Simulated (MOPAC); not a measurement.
MOPAC input (PM6):

```
PM6 PRECISE GNORM=0.05 LET XYZ GEO-OK AUX(PRECISION=9) THREADS=1
BiF3

Bi    0.00044982 1   -0.00166659 1    0.25383416 1
F    -1.37167859 1   -1.02994141 1   -0.78467261 1
F    -0.21263127 1    1.70933239 1   -0.76874137 1
F     1.58016150 1   -0.66402128 1   -0.78750108 1
```

Output:

```
 *******************************************************************************
 **                                                                           **
 **                              MOPAC v23.2.5                                **
 **                                                                           **
 *******************************************************************************
 ** MOPAC's Digital Object Identifier: https://doi.org/10.5281/zenodo.6511958 **
 **                                                                           **
 ** Please cite the open-source release paper for use of this MOPAC version:  **
 ** J. E. Moussa and J. J. P. Stewart (2026)                                  **
 ** MOPAC: An open-source semiempirical molecular orbital program             **
 ** J. Open Source Softw., 11(119), 8025, https://doi.org/10.21105/joss.08025 **
 *******************************************************************************

                              PM6 CALCULATION RESULTS

 *******************************************************************************
 *  PM6        - The PM6 Hamiltonian to be used
 *  GEO-OK     - OVERRIDE INTERATOMIC DISTANCE AND OTHER SAFETY CHECKS
 *  LET        - OVERRIDE SOME SAFETY CHECKS
 *  PRECISE    - TIGHTER CRITERIA TO BE USED
 *  XYZ        - CARTESIAN COORDINATE SYSTEM TO BE USED
 *  GNORM      - EXIT WHEN GRADIENT NORM DROPS BELOW 0.050
 *  AUX        - OUTPUT AUXILIARY INFORMATION
 *******************************************************************************
PM6 PRECISE GNORM=0.05 LET XYZ GEO-OK AUX(PRECISION=9) THREADS=1
 BiF3

   ATOM   CHEMICAL          X               Y               Z
  NUMBER   SYMBOL      (ANGSTROMS)     (ANGSTROMS)     (ANGSTROMS)

     1      Bi          0.00044982  *  -0.00166659  *   0.25383416  *
     2       F         -1.37167859  *  -1.02994141  *  -0.78467261  *
     3       F         -0.21263127  *   1.70933239  *  -0.76874137  *
     4       F          1.58016150  *  -0.66402128  *  -0.78750108  *

          CARTESIAN COORDINATES

    NO.       ATOM           X           Y           Z

     1        Bi          0.0004     -0.0017      0.2538
     2         F         -1.3717     -1.0299     -0.7847
     3         F         -0.2126      1.7093     -0.7687
     4         F          1.5802     -0.6640     -0.7875

 General Reference for PM6:
 "Optimization of Parameters for Semiempirical Methods V: Modification of NDDO Approximations
 and Application to 70 Elements", J. J. P. Stewart, J. Mol. Mod., 13, 1173-1213 (2007)
 URL: https://link.springer.com/article/10.1007/s00894-007-0233-4

           Empirical Formula: Bi F3  =     4 atoms

      MOLECULAR POINT GROUP   :   C3v

      RHF CALCULATION, NO. OF DOUBLY OCCUPIED LEVELS = 13

          Geometry optimization using EF

          DIAGONAL MATRIX USED AS START HESSIAN

 CYCLE:     1  GRAD.:   247.268 HEAT: -51.56085
 CYCLE:     2  GRAD.:    88.830 HEAT: -81.59954
 CYCLE:     3  GRAD.:    18.124 HEAT: -86.98292
 CYCLE:     4  GRAD.:     4.814 HEAT: -87.37239
 CYCLE:     5  GRAD.:     4.871 HEAT: -87.49834
 CYCLE:     6  GRAD.:     4.845 HEAT: -87.59360
 CYCLE:     7  GRAD.:     2.298 HEAT: -87.62162
 CYCLE:     8  GRAD.:     0.783 HEAT: -87.62598
 CYCLE:     9  GRAD.:     0.129 HEAT: -87.62662
 CYCLE:    10  GRAD.:     0.164 HEAT: -87.62661
 CYCLE:    11  GRAD.:     0.003 HEAT: -87.62663

     GRADIENT =  0.00274 IS LESS THAN CUTOFF =  0.05000

 -------------------------------------------------------------------------------
 PM6 PRECISE GNORM=0.05 LET XYZ GEO-OK AUX(PRECISION=9) THREADS=1
 BiF3

     GEOMETRY OPTIMISED USING EIGENVECTOR FOLLOWING (EF).
     SCF FIELD WAS ACHIEVED

                              PM6 CALCULATION
                                                       MOPAC v23.2.5 Linux

          FINAL HEAT OF FORMATION =        -87.62663 KCAL/MOL =    -366.62982 KJ/MOL

          COSMO AREA              =        116.81 SQUARE ANGSTROMS
          COSMO VOLUME            =        106.94 CUBIC ANGSTROMS

          GRADIENT NORM           =          0.00274          =       0.00137 PER ATOM
          IONIZATION POTENTIAL    =         12.078121 EV
          HOMO LUMO ENERGIES (EV) =        -12.078 -2.479
          NO. OF FILLED LEVELS    =         13
          MOLECULAR WEIGHT        =        265.9756         POINT GROUP:  C3v

          MOLECULAR DIMENSIONS (Angstroms)

            Atom       Atom       Distance
            F     4    F     2     3.32532
            F     3    F     2     2.87981
            F     2   Bi     1     1.18020

          SCF CALCULATIONS        =         12

   ATOM   CHEMICAL          X               Y               Z
  NUMBER   SYMBOL      (ANGSTROMS)     (ANGSTROMS)     (ANGSTROMS)

     1      Bi          0.00057288  *  -0.00212179  *   0.32318903  *
     2       F         -1.53346243  *  -1.15154008  *  -0.86186310  *
     3       F         -0.23768707  *   1.91087311  *  -0.84405095  *
     4       F          1.76659299  *  -0.74245360  *  -0.86502401  *

                             CARTESIAN COORDINATES

   1   Bi        0.000572880    -0.002121792     0.323189032
   2    F       -1.533462427    -1.151540081    -0.861863095
   3    F       -0.237687070     1.910873113    -0.844050946
   4    F        1.766592994    -0.742453605    -0.865024006

           Empirical Formula: Bi F3  =     4 atoms

      MOLECULAR POINT GROUP   :   C3v

                  EIGENVALUES
 -38.65047 -38.65046 -38.52431 -19.35404 -14.96958 -14.96958 -14.93243 -14.56758
 -14.56429 -14.56428 -12.53695 -12.53695 -12.07812  -2.47885  -2.26201  -2.26201

              NET ATOMIC CHARGES AND DIPOLE CONTRIBUTIONS

  ATOM NO.   TYPE          CHARGE      No. of ELECS.   s-Pop       p-Pop
    1         Bi           1.131680        3.8683     1.96879     1.89953
    2          F          -0.377227        7.3772     1.97881     5.39841
    3          F          -0.377226        7.3772     1.97881     5.39841
    4          F          -0.377227        7.3772     1.97881     5.39841
 DIPOLE           X         Y         Z       TOTAL
 POINT-CHG.     0.011    -0.042     6.415     6.415
 HYBRID        -0.001     0.003    -0.468     0.468
 SUM            0.011    -0.039     5.947     5.947

          ATOMIC ORBITAL ELECTRON POPULATIONS

     Atom    s        px        py        pz
    1 Bi   1.96879   0.60907   0.60908   0.68138
    2  F   1.97881   1.71647   1.83226   1.84969
    3  F   1.97881   1.97459   1.56984   1.85398
    4  F   1.97881   1.63026   1.91923   1.84892

 **********************
 *                    *
 * JOB ENDED NORMALLY *
 *                    *
 **********************

 == MOPAC DONE ==
```

The geometry given is a B3LYP-D3(BJ)/def2-TZVP minimum.
